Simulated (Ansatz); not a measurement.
H5MgNOSi, SMILES `[NH2][Mg][O][SiH3]`. The species carries charge 0 and has multiplicity 1.

```xyz
9

N     2.5367    0.3298    1.5919
Mg    0.9561    0.1275    0.6008
O    -0.5550   -0.0667   -0.3469
Si   -1.9092   -0.2483   -1.1981
H     3.4494    0.5502    1.2235
H     2.6313    0.2383    2.5918
H    -2.8485   -1.2016   -0.5354
H    -2.6319    1.0483   -1.3614
H    -1.6289   -0.7774   -2.5662
```

What are the harmonic wavenumbers in cm⁻¹ at PBE0-D4/def2-TZVP (Ansatz, finite differences of forces, unscaled)? (Best estimate.)

Ansatz gave: 12i, 56, 56, 150, 160, 282, 414, 540, 735, 735, 763, 958, 958, 1000, 1107, 1558, 2177, 2177, 2192, 3589, 3670.
